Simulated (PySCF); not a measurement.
tin monoxide cation (OSn), SMILES [O]=[Sn] (connectivity only; charge and spin as stated), charge +1, multiplicity 2. Atoms are numbered in the order given.

```xyz
2

Sn     0.0000     0.0000    -0.2763
O      0.0000     0.0000     1.7270
```
Charge +1, spin multiplicity 2.

Geometry: PBE-D3(BJ)/def2-TZVP. The multiplicity is an assumed one; other spin states were not compared. The def2 effective core potentials stand for the cores of Sn; spin–orbit coupling is left out.

Method: B3LYP/def2-TZVPD (PySCF).

Mulliken values depend strongly on the basis, most of all with diffuse functions as here. ESP charges are fitted to the potential on shells at 1.4 to 2.0 van der Waals radii. Atomic charges (e):

| atom | Mulliken | ESP fit | Mulliken spin |
|---|---|---|---|
| Sn1 | 1.31 | 1.19 | -0.03 |
| O2 | -0.31 | -0.19 | 1.03 |
